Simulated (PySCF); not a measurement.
SMILES Fc1cccc([SiH3])c1 (C₆H₇FSi), singlet, GFN2-xTB optimised geometry.

```
15

F     -1.97    -2.26     0.00
C     -1.31    -1.08     0.00
C     -2.05     0.10     0.00
C     -1.36     1.30     0.00
C      0.02     1.31     0.00
C      0.76     0.13     0.00
Si     2.65     0.13     0.01
C      0.07    -1.08     0.00
H     -3.13     0.06     0.00
H     -1.91     2.23     0.00
H      0.54     2.26     0.00
H      3.12    -0.42     1.28
H      3.13    -0.69    -1.10
H      3.11     1.51    -0.15
H      0.59    -2.02     0.00
```

Density from CAM-B3LYP/def2-TZVP (PySCF 2.14.0) at that geometry.

Minimum of the electron density along straight lines between bonded atoms, close to the bond critical point (lines longer than 1.1 times the sum of covalent radii, or with two minima, are not listed):

```tsv
bond	length / Å	ρ at the minimum / e bohr⁻³	∇²ρ there / e bohr⁻⁵	position (fraction from the first atom)
F1–C2	1.353	0.261	-0.13	0.67
C2–C3	1.383	0.329	-1.01	0.52
C3–C4	1.384	0.323	-0.97	0.50
C4–C5	1.384	0.325	-0.98	0.50
C5–C6	1.392	0.319	-0.94	0.50
C6–Si7	1.890	0.119	0.18	0.61
C2–C8	1.380	0.331	-1.01	0.52
C6–C8	1.391	0.317	-0.93	0.49
C3–H9	1.079	0.289	-1.05	0.65
C4–H10	1.080	0.289	-1.05	0.65
C5–H11	1.080	0.289	-1.04	0.65
Si7–H12	1.465	0.125	0.17	0.49
Si7–H13	1.464	0.126	0.17	0.49
Si7–H14	1.463	0.126	0.17	0.49
C8–H15	1.079	0.288	-1.04	0.65
```
